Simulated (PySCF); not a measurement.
Working out the excitation energy of B

B [He] 2s2 2p1 (2P) → B [He] 2s1 2p1 3d1 (high-spin determinant). All numbers are calculated (PySCF 2.14, the spin-free X2C one-electron Hamiltonian (Gaussian nucleus), in x2c-TZVPPall with one added diffuse shell each of s, p, d type (6s4p3d1f, 40 functions)). Frozen: nothing. Energies in hartree (1 hartree = 27.21139 eV):

```
             part   B (lower)   B (upper)
              UHF  -24.539118  -24.139018
MP2 opposite-spin   -0.054996   -0.014333
    MP2 same-spin   -0.003663   -0.005477
```

What does Hartree-Fock give?

(-24.139018) − (-24.539118) = 0.400100 hartree = 10.887 eV.

What do MP2 and SCS-MP2 (6/5 opposite-spin, 1/3 same-spin) give?

The opposite-spin parts differ by 1.106 eV and the same-spin parts by -0.049 eV. MP2: 10.887 + (1.106) + (-0.049) = 11.944 eV. SCS-MP2: 10.887 + 1.2 × (1.106) + (-0.049)/3 = 12.198 eV.

One determinant mixes LS terms, so it does not stand for a single term.

The upper state lies above the first ionisation limit, but in LS coupling its spin forbids autoionisation to the ground ion. A Rydberg-like electron needs more diffuse functions than a valence basis has.
